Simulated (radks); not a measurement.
Trend from Lu4+ to Hg4+: ionisation energy by Delta-SCF between NIST ground configurations, and size. Method: Dirac Kohn-Sham, PBEsol, spin-unpolarised, spherical densities, finite nucleus; open shells fill j = l - 1/2 first; Fermi nuclear charge, rms radius of each element as measured or else 0.836 A^(1/3) + 0.57 fm; computed with a radial shooting solver on a logarithmic mesh with Libxc functionals.

species  configuration  configuration of the ion  IE (eV)  NIST (eV)       kind   -e(HOMO) (eV)  r at 0.001 e/bohr^3 (bohr)
Lu4+         [Xe] 4f13                 [Xe] 4f12   68.393       66.8  semi-emp.  56.782 (4f7/2)                        2.90
Hf4+         [Xe] 4f14                 [Xe] 4f13   68.817      68.37  semi-emp.  57.106 (4f7/2)                        2.88
Ta4+     [Xe] 4f14 5d1                 [Xe] 4f14   48.073      48.27  semi-emp.  41.594 (5d3/2)                        3.05
W4+      [Xe] 4f14 5d2             [Xe] 4f14 5d1   50.644       51.6  semi-emp.  43.975 (5d3/2)                        3.13
Re4+     [Xe] 4f14 5d3             [Xe] 4f14 5d2   53.193         52     theory  46.332 (5d3/2)                        3.16
Os4+     [Xe] 4f14 5d4             [Xe] 4f14 5d3   55.718         55     theory  48.663 (5d3/2)                        3.16
Ir4+     [Xe] 4f14 5d5             [Xe] 4f14 5d4   56.635         57     theory  49.528 (5d5/2)                        3.15
Pt4+     [Xe] 4f14 5d6             [Xe] 4f14 5d5   59.070         56     theory  51.772 (5d5/2)                        3.13
Au4+     [Xe] 4f14 5d7             [Xe] 4f14 5d6   61.482         60     theory  53.993 (5d5/2)                        3.10
Hg4+     [Xe] 4f14 5d8             [Xe] 4f14 5d7   63.875       61.2       exp.  56.196 (5d5/2)                        3.07

Reference values: NIST Atomic Spectra Database (exp. = measured, semi-emp. = semi-empirical, theory = theoretical value adopted there). Spin polarisation and multiplet splitting are left out, so open shells lie too high by an amount that depends on their filling.

Beside tabulated values, note that spin-unpolarised runs miss the spin-polarisation part of the exchange energy of open shells.
